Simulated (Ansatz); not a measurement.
Relaxation of CH7FGeS (11 atoms, charge 0, multiplicity 1), to a largest force component of 0.03 eV/Å in at most 50 steps.

Level of theory: RKS PBE-D4/def2-SVP (Ansatz 0.2.0).

```xyz
11
Properties=species:S:1:pos:R:3
Ge 0.213 -0.450 -1.019
F 1.524 0.726 -0.786
H 0.760 -1.380 -2.142
H -1.018 0.349 -1.519
C -0.047 -1.416 0.655
H 0.596 2.034 0.687
S -0.663 2.198 1.187
H -0.547 -0.771 1.401
H 0.935 -1.747 1.046
H -0.669 -2.314 0.464
H -1.084 2.772 0.025
```

Task: Where does it end, and by what steps?

Result: It converged. After 8 steps the energy has fallen by 0.038 eV; S7 moved furthest, 0.34 Å.

```tsv
step	energy less start (eV)	largest force component (eV/Å)	accepted
0	0.0000	0.227	yes
1	-0.0224	0.236	yes
2	-0.0271	0.161	yes
3	-0.0339	0.082	yes
4	-0.0357	0.046	yes
5	-0.0371	0.069	yes
6	-0.0378	0.063	yes
7	-0.0380	0.041	yes
8	-0.0381	0.016	yes
```

```xyz
11
Properties=species:S:1:pos:R:3
Ge 0.255 -0.549 -1.094
F 1.416 0.778 -0.813
H 0.970 -1.468 -2.121
H -0.998 0.126 -1.713
C -0.072 -1.403 0.626
H 0.541 2.006 0.556
S -0.472 2.411 1.380
H -0.513 -0.660 1.318
H 0.878 -1.785 1.047
H -0.774 -2.251 0.496
H -1.230 2.796 0.317
```

Whether the end is a true minimum wasn't checked by a vibrational analysis.

The run took 17 s on 2 threads of Intel(R) Xeon(R) Platinum 8488C (Sapphire Rapids), with other jobs on the host, peak memory 0.17 GiB.
